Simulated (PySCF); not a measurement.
Atom-mapped SMILES (the numbers label the heavy atoms): `[CH3:1]/[CH:2]=[CH:3]\[AlH2-:4][NH3+:5]`; H(Xn) means a hydrogen on atom n.

Geometry: PBE0-D3(BJ)/def2-SVP; GIAO absolute shieldings from PySCF 2.14, gas phase, non-relativistic, averaged over equivalent atoms.

At B97-D/pcSseg-1 (142 basis functions, 16 s wall time on 1 thread of an Arm Neoverse V2, shared host):
| atoms | σ (ppm) |
| --- | --- |
| C2 | 30.9 |
| C3 | 45.3 |
| C1 | 151.4 |
| Al4 | 432.2 |
| N5 | 230.1 |
| H(C2) | 24.78 |
| H(C3) | 26.14 |
| H(Al4) | 27.21 |
| H(C1) | 29.55 |
| H(N5) | 29.65 |

Question: Predict the values at CAM-B3LYP/pcSseg-1 on the same geometry.

Answer: 
```
 atoms  σ at CAM-B3LYP/pcSseg-1  change
    C2                     24.9    -6.0
    C3                     37.5    -7.8
    C1                    156.4    +5.0
   Al4                    422.3    -9.9
    N5                    234.8    +4.7
 H(C2)                    24.79   +0.01
 H(C3)                    25.98   -0.16
H(Al4)                    27.13   -0.08
 H(C1)                    29.55   +0.00
 H(N5)                    29.48   -0.17
```

The largest change is at Al4 (aluminium bonded to C, N, 2 H). Cost: 142 basis functions, 12 s wall time on 1 thread of an Intel Xeon 6975P-C, shared host. The order of the carbon signals is the same at both levels.
